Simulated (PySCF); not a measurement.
Compound: C₄H₂Cl₂O₂S₂.
Atom-mapped SMILES: `[O:1]=[S:2](=[O:3])([Cl:4])[c:5]1[s:6][cH:7][cH:8][c:9]1[Cl:10]` (hydrogens: H11 on C7; H12 on C8)

Level of theory: PySCF, TDDFT CAM-B3LYP/def2-SVPD, vertical, gas phase, core orbitals frozen in the response. One conformer (not necessarily the lowest) at the GFN2-xTB geometry, without solvent, vibrations or thermal averaging. Torsions of this conformer, `[O:1]=[S:2](=[O:3])([Cl:4])[c:5]1[s:6][cH:7][cH:8][c:9]1[Cl:10]`: O1–S2–C5–S6 -140°.

```json
{"state": "S1", "E (eV)": "5.03", "λ (nm)": "246.7", "ν̃ (cm⁻¹)": "40540", "f": "0.130", "|μ| (D)": "2.61", "main configurations (H = HOMO, L = LUMO)": "H→L (94%)"}
{"state": "S2", "E (eV)": "5.30", "λ (nm)": "234.0", "ν̃ (cm⁻¹)": "42730", "f": "0.117", "|μ| (D)": "2.41", "main configurations (H = HOMO, L = LUMO)": "H-1→L (87%)"}
{"state": "S3", "E (eV)": "5.82", "λ (nm)": "213.0", "ν̃ (cm⁻¹)": "46940", "f": "0.011", "|μ| (D)": "0.71", "main configurations (H = HOMO, L = LUMO)": "H-2→L (66%), H-2→L+1 (24%)"}
{"state": "S4", "E (eV)": "5.98", "λ (nm)": "207.2", "ν̃ (cm⁻¹)": "48270", "f": "0.030", "|μ| (D)": "1.15", "main configurations (H = HOMO, L = LUMO)": "H→L+1 (63%), H-1→L+1 (13%)"}
{"state": "S5", "E (eV)": "6.11", "λ (nm)": "203.1", "ν̃ (cm⁻¹)": "49240", "f": "0.0014", "|μ| (D)": "0.24", "main configurations (H = HOMO, L = LUMO)": "H→L+2 (72%)"}
{"state": "S6", "E (eV)": "6.30", "λ (nm)": "196.8", "ν̃ (cm⁻¹)": "50820", "f": "0.0025", "|μ| (D)": "0.33", "main configurations (H = HOMO, L = LUMO)": "H-3→L (86%)"}
{"state": "S7", "E (eV)": "6.41", "λ (nm)": "193.5", "ν̃ (cm⁻¹)": "51670", "f": "0.011", "|μ| (D)": "0.67", "main configurations (H = HOMO, L = LUMO)": "H-1→L+1 (36%), H→L+1 (16%), H-4→L (14%)"}
{"state": "S8", "E (eV)": "6.61", "λ (nm)": "187.6", "ν̃ (cm⁻¹)": "53310", "f": "0.0001", "|μ| (D)": "0.08", "main configurations (H = HOMO, L = LUMO)": "H-1→L+2 (77%)"}
```

Triplets, Tamm–Dancoff:

```tsv
state	E (eV)	λ (nm)	main configurations (H = HOMO, L = LUMO)
T1	3.48	356.8	H→L (73%), H-1→L (12%)
T2	4.09	303.1	H-1→L (68%), H→L (13%), H-1→L+1 (12%)
T3	5.18	239.2	H-2→L (52%), H-2→L+1 (29%)
```

The lowest singlet lies at 5.03 eV (247 nm, ultraviolet) and is of moderate strength; its leading configuration is HOMO→LUMO (94%). The lowest level is also the most intense of those listed (f = 0.130). Löwdin shares by element: HOMO carbon 36% or more, chlorine 22% or more, sulfur 21% or more (atoms not listed hold the other 21%); LUMO carbon 27% or more, chlorine 16% or more, sulfur 14% or more (atoms not listed hold the other 43%). Weighted by f, the mean energy of these states is 5.32 eV. Orbital energies (eV): HOMO-3 -10.89, HOMO-2 -10.63, HOMO-1 -9.62, HOMO -9.14, LUMO -1.35, LUMO+1 -0.19, LUMO+2 0.39. Of the 8 states listed, 5 reach f = 0.01 and 1 stays under 0.0005. The window holds the lowest 8 singlets.
